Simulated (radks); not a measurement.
Task: Ionisation of the tellurium ion Te4+, [Kr] 4d10 5s2, to [Kr] 4d10 5s1 as the strength of local exchange is varied. Calculated with a radial shooting solver on a logarithmic mesh with Libxc functionals: Dirac Kohn-Sham, Slater X-alpha exchange (alpha = 2/3 is LDA exchange), no correlation, spin-unpolarised, spherical densities, point nucleus.

| alpha | E(Te4+) (hartree) | exchange (hartree) | IE (eV) | -e of the level emptied (eV) | <r> of it (bohr) |
|---|---|---|---|---|---|
| 0.599 | -6766.32729 | -147.20622 | 57.145 | 51.257 (5s1/2) | 1.888 |
| 0.607 | -6768.29359 | -149.21255 | 57.270 | 51.382 (5s1/2) | 1.886 |
| 0.667 | -6783.05770 | -164.29381 | 58.211 | 52.316 (5s1/2) | 1.871 |
| 0.85 | -6828.27269 | -210.65983 | 61.118 | 55.210 (5s1/2) | 1.829 |
| 0.851 | -6828.52053 | -210.91472 | 61.134 | 55.226 (5s1/2) | 1.828 |
| ? | -6868.77989 | -252.42501 | 63.756 | 57.843 (5s1/2) | 1.793 |

Which alpha was used in the last row?

Result: alpha = 1.013. NIST Atomic Spectra Database: 59 +/- 0.9 eV (measured). The Delta-SCF value meets it near alpha = 0.74. Spin polarisation and multiplet splitting are left out, so open shells lie too high by an amount that depends on their filling.

Beside tabulated values, note that spin-unpolarised runs miss the spin-polarisation part of the exchange energy of open shells.
